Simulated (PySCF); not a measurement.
Cl₃HSi, charge +1, multiplicity 2. Atoms are numbered in the order given.

```xyz
5

Si     0.0000     0.0000     0.1993
Cl    -1.7121    -0.9885    -0.0906
Cl     0.0000     1.9770    -0.0906
Cl     1.7121    -0.9885    -0.0906
H      0.0000     0.0000     1.8317
```
Charge +1, spin multiplicity 2.

Coordinates come from a PBE0-D3(BJ)/def2-SVP optimisation. The spin state was assumed, not searched. The isomer is the one that the SMILES or the coordinates give; other isomers of the formula were not compared.

All values below come from PBE/def2-TZVPD run with PySCF.

Isolated molecule, no solvent.

The total energy comes out as -1669.78969 hartree and the point group comes out as C3v. The α spin, highest occupied and lowest empty level comes out as -13.91 and -7.99 eV, the β spin, highest occupied and lowest empty level is -13.83 and -13.12 eV and the dipole moment about the centre of nuclear charge comes out as 0.99 D. The mean static polarisability is 75.7 bohr³ (11.21 Å³), the polarisability, principal values is 53.0, 87.0, 87.0 bohr³ and the ⟨S²⟩ is 0.754 (pure state 0.75).
